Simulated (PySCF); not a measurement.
Electronic structure of Ca²⁺ (calcium, charge +2) at the UHF level

Configuration: [Ar], closed-shell 1S. Calculation: PySCF 2.14, in x2c-SVPall; scalar relativity by spin-free X2C-1e.

| Quantity | Value |
| --- | --- |
| Total energy | -678.915270 hartree |
| One-electron energy | -919.2871 hartree |
| Hartree (Coulomb) energy | 275.5502 hartree |
| Exchange energy | -35.1784 hartree |
| ⟨S²⟩ | 0.0000 |
| ⟨L²⟩ | 0.000 |
| Sum of ⟨r⟩ | 12.75 bohr |
| Sum of ⟨r²⟩ | 15.48 bohr² |
| Langevin diamagnetic susceptibility | -12.3 ×10⁻⁶ cm³/mol |
| Time after the integrals | 0.05 s of wall time on 1 thread of Intel(R) Xeon(R) Platinum 8488C (shared host) |

| shell | electrons | mean orbital energy (eV) | rms radius, mean of both spins (bohr) |
| --- | --- | --- | --- |
| 1s | 2 | -4100.0 | 0.0889 |
| 2s | 2 | -476.91 | 0.393 |
| 2p | 6 | -386.58 | 0.362 |
| 3s | 2 | -76.276 | 1.24 |
| 3p | 6 | -51.250 | 1.37 |

Densities and radii are taken from the X2C orbitals without a picture-change correction, which distorts them close to the nucleus.
